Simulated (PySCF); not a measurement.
**Correlation energy of O (oxygen, neutral)**

[He] 2s1 2p5, high-spin 3P determinant (an excited configuration). All numbers are calculated (PySCF 2.14, scalar relativity by spin-free X2C-1e, in x2c-TZVPPall with one added diffuse shell each of s, p, d type (6s4p3d1f, 40 functions)). Frozen: 1s2; 6 electrons correlated.

```json
{"level": "CCSD", "correlation energy (mhartree)": "-207.37"}
{"level": "(T)", "correlation energy (mhartree)": "-15.24"}
{"level": "CCSD(T)", "correlation energy (mhartree)": "-222.61"}
```

Diagnostics: T1 = 0.024, D1 = 0.0630, largest double amplitude 0.215.

A double-excitation amplitude exceeds 0.15, a sign of near-degeneracy.

Cost of the coupled-cluster step: roughly 2.4 core-seconds, for 6 correlated electrons.
